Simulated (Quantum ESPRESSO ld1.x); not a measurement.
The numbers below are computed, except where a source is named.
Question: These are the eigenvalues of the occupied orbitals of an atom or ion with whole-number occupations (eV). Level of theory: scalar-relativistic Kohn-Sham, LDA (Slater exchange, Perdew-Wang correlation), spin-polarised, spherical densities, point nucleus (ld1.x of Quantum ESPRESSO 7.5).

1s up: -2328.93
1s down: -2320.75
2s up: -374.223
2s down: -359.946
2p up: -333.512
4d up: -54.6699

Which element is it, and in what charge state? The configuration may be excited. Open shells, if any, are filled with parallel spins first.

Answer: Z = 15, phosphorus, charge +7: P7+ in [He] 2s2 2p3 4d1. The list shows which subshells hold electrons but not how many an open one holds; the 1s level, -85.587 hartree, gives Z - s = 13.1 by -(Z - s)^2/2, which with screening and relativity narrows Z to a few neighbours, and the depths of the outer levels then fix element, charge and occupations together.
